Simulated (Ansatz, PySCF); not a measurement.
The pair A = HCl (SMILES Cl) (first 2 atoms), B = CH2O2 (SMILES O=CO); geometry from B3LYP-D3(BJ)/def2-TZVP.
(charge 0, multiplicity 1):
```xyz
7

Cl    -0.27069     0.32754    -0.09807
H      0.58690     0.05792     0.85844
O      1.12680    -0.20600     2.58092
C      0.23638    -0.07718     3.38704
O     -1.02758     0.22408     3.11448
H      0.37878    -0.19888     4.46641
H     -1.14454     0.33084     2.14873
```

Frozen-core correlation. Rows in 6-31G* carry no dispersion term and start afresh at each structure (6-31G* with six Cartesian d functions).

Run with Ansatz (Gaussian basis) for Hartree–Fock, density functionals and correlated methods; PySCF for 6-31G* rows. Values without a source in brackets are computed.

Total energies (hartree), monomers frozen at their geometry in the pair:

```tsv
structure	HF/6-31G*	PBE/def2-TZVPPD	CCSD(T)/aug-cc-pV(D+d)Z
AB	-648.8251729	-650.2892350	-649.6453862
A in the pair's basis	-460.0594679	-460.6289911	-460.2808819
B in the pair's basis	-188.7617023	-189.6484262	-189.3560690
A	-460.0586481	-460.6288279	-460.2793350
B	-188.7600289	-189.6483845	-189.3548989
```

Work out the interaction energy without and with the counterpoise correction, and the superposition error, for each level.


E(AB) − E(A) − E(B), times 627.509 kcal/mol, with the monomers in their own basis and then in the pair's basis:
- HF/6-31G*: -4.08 uncorrected, -2.51 corrected; the monomers gain 1.56 kcal/mol from borrowed functions
- PBE/def2-TZVPPD: -7.54 uncorrected, -7.42 corrected; the monomers gain 0.13 kcal/mol from borrowed functions
- CCSD(T)/aug-cc-pV(D+d)Z: -7.00 uncorrected, -5.29 corrected; the monomers gain 1.70 kcal/mol from borrowed functions

Ansatz is an electronic-structure program.
